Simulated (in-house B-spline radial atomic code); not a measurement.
RPA and G0W0 on Hartree-Fock: P3+

Configuration [Ne] 3s2, mean-field start Hartree-Fock. Computed with a B-spline radial code for spherical atoms: all electrons, non-relativistic, point nucleus, each spin shell either full or empty, empty states to l = 9 with an (l + 1/2)⁻⁴ tail; G0W0 by contour deformation at full frequency.

Command:
```bash
python run_gw.py task.json out
```
Settings (radii: box in bohr, nucleus in fm):
```
Z                        15
electrons                12
configuration            [Ne] 3s2
hamiltonian              nr
method                   hf
lmax                     9
spin_polarised           False
box_radius               14.14
intervals                48
ion_configuration        [Ne] 3s1
```

Run time, properties included: 1.2 s on 1 thread of Intel(R) Xeon(R) 6975P-C (Granite Rapids), with other jobs on the host.

Energies (hartree):

```
                                     term       value
                         mean-field total  -338.56340
Hartree-Fock functional on these orbitals  -338.56340
                      direct second order     -0.7187
                    second-order exchange     0.25905
                         SOSEX correction     0.23975
```

(1) What is the RPA correlation energy, and what remains with SOSEX?

Quasi-particle levels (eV):

| level | occupied | mean field | Σx - vxc | Σc | QP weight | G0W0 |
| --- | --- | --- | --- | --- | --- | --- |
| 3s | yes | -49.88 | 0.00 | ? | ? | ? |
| 2p | yes | -185.64 | 0.00 | 2.69 | 0.958 | -182.95 |
| 1s | yes | -2216.31 | 0.00 | 20.32 | 0.933 | -2195.98 |
| 3p | no | -29.205 | 0.00 | -1.19 | 0.970 | -30.39 |

G0W0 = mean field + (Σx - vxc) + Σc, with Σc (partial-wave tail included) taken at the quasi-particle energy. Levels of low weight are left out.

(2) Where does G0W0 put 3s?

(3) What does it cost to remove one electron (to [Ne] 3s1) by differences of total energies, each species on its own start (correlation terms add to the Hartree-Fock functional)?

## Answers

(1) RPA gives -0.65142 hartree (-1.48 eV per electron); RPA + SOSEX gives -0.41166, and the second-order doubles (MP2) -0.45965 hartree. RPA lacks exchange-type terms and so overcorrelates at short range.

(2) At -51.45 eV, with Σc = -1.57 eV and a quasi-particle weight of 0.970. The tabulated removal energy is 51.444 eV (NIST, measured); the calculation leaves out relativity, Breit and QED terms, and what these don't explain is the method's own error.

(3) Hartree-Fock functional 49.69 eV, + RPA 51.21 eV, + RPA + SOSEX 50.80 eV, + second order 51.09 eV. Tabulated: 51.444 eV (NIST, measured); the calculation leaves out relativity, Breit and QED terms, and what these don't explain is the method's own error.
